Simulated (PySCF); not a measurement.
Species: C₅H₅OS (charge -1).
Cartesian coordinates in Å at the GFN2-xTB level; atoms count from 1:
```
atom  x, y, z in Å
C1    -1.680   -0.443    0.075
C2    -0.278    0.079   -0.050
C3     0.023    1.314   -0.519
S4     1.740    1.614   -0.537
C5     2.083   -0.086    0.153
O6     3.240   -0.448    0.364
C7     0.853   -0.685    0.317
H8    -2.399    0.306   -0.259
H9    -1.905   -0.702    1.112
H10   -1.811   -1.344   -0.529
H11   -0.646    2.083   -0.861
H12    0.781   -1.689    0.708
```

NICS = −σ at a ghost point: NICS(0) at the centroid of the ring atoms, NICS(1) 1 Å to either side along the normal of their mean plane, zz for the tensor component along that normal. Level: GIAO PBE0/pcSseg-1 (PySCF, non-relativistic, gas phase) on the GFN2-xTB geometry, one conformer.

Ring bond lengths (Å), with Mayer bond orders in brackets: C2–C3 1.355 (1.58), C3–S4 1.744 (1.06), S4–C5 1.866 (0.92), C5–C7 1.378 (1.36), C7–C2 1.413 (1.22).

Give the NICS values of each ring in ppm.

```csv
ring,type,NICS(0),"NICS(1), two faces","NICS(1)zz, two faces",rms pucker (Å),"centre to ring atoms, mean (Å)"
C2–C3–S4–C5–C7,5-membered ring with S; formal bonds all aromatic,-9.7,-6.9 / -6.9,-13.1 / -13.1,0.00,1.31
```

What can be read from them?

- C2–C3–S4–C5–C7: mean NICS(1)zz -13.1 ppm, shielded.

And the bond-length index? HOMA = 1 − mean of α(R − Ropt)² over the ring bonds, with Krygowski's 1993 parameters (CC: Ropt 1.388 Å, α 257.7 Å⁻²; CS: Ropt 1.677 Å, α 94.09 Å⁻²).

- C2–C3–S4–C5–C7: HOMA 0.15; the largest term is that of S4–C5, α(R − Ropt)² = 3.37.

Give the inner angles of the rings and the Hirshfeld charges of the ring atoms.

- C2–C3–S4–C5–C7: C2 113.9° (-0.054 e), C3 112.3° (-0.180 e), S4 91.2° (-0.135 e), C5 106.0° (+0.029 e), C7 116.7° (-0.198 e); sum 540.0° against 540° for a flat convex ring.

What are the shieldings of the ring atoms and their hydrogens in the same run (means over atoms taken as equivalent)?

```csv
atoms,environment,σ isotropic (ppm),"principal values of the symmetric part, first atom (ppm)"
C2,substituted aromatic carbon,53.9,"-38.2, 48.0, 151.9"
C3,aromatic CH next to a ring sulfur,95.1,"18.9, 128.4, 137.9"
S4,thiophene-type sulfur,338.3,"128.4, 430.3, 456.1"
C5,aromatic carbon bearing oxygen,-0.2,"-64.2, 25.9, 37.6"
C7,aromatic CH carbon,102.8,"58.4, 116.7, 133.3"
H11,aromatic hydrogen,27.44,"24.1, 27.6, 30.6"
H12,aromatic hydrogen,27.56,"25.0, 28.8, 28.9"
```
